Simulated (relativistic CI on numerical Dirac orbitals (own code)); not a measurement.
## One change at a time: As XXXIII

Base calculation: Dirac-Coulomb-Breit CI, KLI orbitals optimised for each configuration, model QED.

Configuration list: 1s, 2s, 2p, 3s, 3p, 3d, 4s, 4p, 4d, 4f, 5s, 5p, 5d, 5f, 5g, 6s, 6p, 6d. Levels of other configurations are missing.

The lowest level and the first level of each name with at least 55 % of one term (blank where a level has no safe partner in the second run):

```tsv
Level	Base (eV)	Shift (eV)
1s 2S_1/2	0.0	0.0
2p 2P°_1/2	11255.6	-143.3
2s 2S_1/2	11256.9	-144.6
2p 2P°_3/2	11311.4	-199.2
3p 2P°_1/2	13358.1	-188.0
3s 2S_1/2	13358.5	-188.4
3d 2D_3/2	13374.6	-204.5
3p 2P°_3/2	13374.7	-204.6
3d 2D_5/2	13380.0	-209.9
4p 2P°_1/2	14091.7	-201.4
4s 2S_1/2	14091.9	-201.5
4d 2D_3/2	14098.7	-208.3
4p 2P°_3/2	14098.7	-208.4
4f 2F°_5/2	14100.9	-210.6
```

Question: One thing was changed in a second run, which moved the levels as shown. Which?
A. QED terms removed
B. non-relativistic limit
C. Breit term removed
D. configuration mixing switched off

Answer: B. Non-relativistic limit. Without relativity the fine structure collapses and s electrons lose their extra binding.
